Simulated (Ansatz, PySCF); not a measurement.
System: bromo(trifluoro)silane, sum formula SiBrF$_{3}$, charge 0, multiplicity 1. 
Geometry from a B3LYP-D3(BJ)/def2-TZVP (Ansatz, a first-principles code) optimisation:
SMILES: F[Si](F)(F)Br
```xyz
5

Si    -0.8040     0.0066    -0.0465
F     -1.3319     1.4683    -0.2906
F     -1.4396    -0.5327     1.2877
F     -1.2970    -0.9021    -1.2322
Br     1.3678    -0.0113     0.0790
```
Charge 0, spin multiplicity 1.

Total electronic energies in hartree. Correlated levels leave the core frozen unless marked. No spin-orbit coupling. The frozen core is the preceding noble-gas configuration, with the filled d and f shells of earlier blocks. Non-relativistic. CBS(X,Y): correlation extrapolated as X^-3; Hartree-Fock from the larger set.

| level | program | energy (Eh) |
|---|---|---|
| HF/6-31G* | Ansatz | -3159.59341 |
| RI-HF/def2-TZVPPD | Ansatz | -3160.08595 |
| PBE-D3(BJ)/def2-TZVPD | Ansatz + dftd3 | -3162.76958 |
| BLYP-D3(BJ)/def2-TZVPD | Ansatz + dftd3 | -3163.59776 |
| PBE0/STO-3G | Ansatz | -3126.84971 |
| TPSSh-D3(BJ)/def2-TZVPD | PySCF + dftd3 | -3163.49897 |
| r2SCAN0/def2-TZVPD | Ansatz | -3163.38444 |
| M06-2X/def2-TZVPD | PySCF | -3163.51214 |
| HSE06-D4/def2-TZVPD | Ansatz + dftd4 | -3162.87192 |
| B2GP-PLYP-D4/def2-TZVPD | Ansatz + dftd4 | -3162.67435 |
| B2GP-PLYP/def2-TZVPD | Ansatz | -3162.67230 |
| B2PLYP-D3(BJ)/def2-TZVPD | Ansatz + dftd3 | -3162.90649 |
| MP2/def2-SVPD | Ansatz | -3160.07704 |
| MP2/CBS(def2-TZVPP,def2-QZVPP) | Ansatz | -3161.3471 |
| RI-MP2/def2-QZVPP | Ansatz | -3161.27298 |
| RI-MP2/CBS(def2-TZVPPD,def2-QZVPPD) | Ansatz | -3161.3444 |
| SCS-MP2/6-31G | Ansatz | -3159.77712 |
| SCS-MP2/def2-TZVPPD | Ansatz | -3161.07793 |
| CCSD/6-31G | Ansatz | -3159.79540 |
| CCSD/CBS(def2-TZVPP,def2-QZVPP) | Ansatz | -3161.3486 |
| CCSD(T)/6-31G* | Ansatz | -3160.32998 |
| CCSD(T)/def2-SVPD | Ansatz | -3160.11099 |
| CCSD(T)/CBS(def2-TZVPP,def2-QZVPP) | Ansatz | -3161.3921 |

Totals of different functionals don't rank their quality; only differences between species are comparable.
